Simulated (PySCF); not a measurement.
How methods differ on the excitation energy of Ca

Ca [Ar] 4s2 (1S) → Ca [Ar] 3d1 4s1, s spin flipped, as a difference of total energies. Calculation: PySCF 2.14, in x2c-QZVPPall with one added diffuse shell each of s, p, d, f type (12s8p5d4f, 89 functions); scalar relativity by spin-free X2C-1e. Correlated levels: valence and next inner shell: [Ne] frozen. The calculations carry no spin-orbit coupling.

```csv
method,excitation energy (cm⁻¹)
UHF,21247
MP2 (valence and next inner shell),23022
SCS-MP2 (valence and next inner shell),23518
```

The upper determinant mixes two multiplicities, so it lies between the two terms.
